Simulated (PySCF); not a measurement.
A structure optimised at PBE-D3(BJ)/def2-SVP, used in a PySCF frequency run:

```
Si
H 1 1.5103
C 1 1.9221 2 108.94
H 3 1.1112 1 109.34 2 -58.14
H 3 1.1192 4 105.88 1 118.81
O 3 1.4246 4 106.76 5 120.66
H 6 0.9759 3 107.44 4 177.96
C 1 1.9223 2 108.60 3 -128.21
H 8 1.1110 1 108.91 2 171.28
H 8 1.1175 9 106.12 1 121.39
O 8 1.4309 9 106.41 10 120.13
H 11 0.9753 8 107.42 9 178.87
Si 1 2.3526 2 108.50 8 -112.79
H 13 1.5038 1 112.85 2 39.76
H 13 1.5057 14 109.31 1 -122.68
H 13 1.5132 14 107.20 15 -115.94
```

Write its SMILES and formula.

OC[SiH]([SiH3])CO, C₂H₁₀O₂Si₂

What are its rotational constants (standard atomic weights)?

2.6771, 1.4154, 0.99595 GHz
